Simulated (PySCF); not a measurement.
Ga(F)(Me)(OH) (CH4FGaO), SMILES [OH][Ga]([F])[CH3].

The structure is a stationary point at PBE-D3(BJ)/def2-SVP. The structure was generated by enumeration; whether it is a known compound was not checked. Other conformers were not sampled.

Level of theory: PBE-D3(BJ)/def2-SVP in PySCF.

Frequencies are harmonic and unscaled.

| mode | ν (cm⁻¹) | IR (km/mol) | moving atoms (share of kinetic energy) |
|---|---|---|---|
| 1 | 37 | 0.2 | H 96 % |
| 2 | 141 | 0.6 | C 31 %, H 23 %, O 18 %, Ga 16 %, F 12 % |
| 3 | 163 | 7.0 | Ga 40 %, F 17 %, O 16 %, H 15 %, C 12 % |
| 4 | 186 | 33.2 | F 44 %, O 31 %, Ga 14 %, H 8 % |
| 5 | 389 | 119.8 | H 90 %, O 9 % |
| 6 | 559 | 0.8 | C 60 %, H 16 %, O 9 %, F 9 % |
| 7 | 666 | 54.3 | F 69 %, Ga 23 % |
| 8 | 691 | 74.4 | O 70 %, Ga 20 % |
| 9 | 712 | 21.7 | H 81 %, C 17 % |
| 10 | 735 | 25.7 | H 78 %, C 16 % |
| 11 | 820 | 99.3 | H 89 % |
| 12 | 1170 | 3.8 | H 81 %, C 19 % |
| 13 | 1378 | 3.0 | H 96 % |
| 14 | 1380 | 2.9 | H 95 % |
| 15 | 2994 | 0.5 | H 97 % |
| 16 | 3100 | 0.2 | H 91 %, C 9 % |
| 17 | 3115 | 0.4 | H 90 %, C 10 % |
| 18 | 3726 | 56.8 | H 94 % |
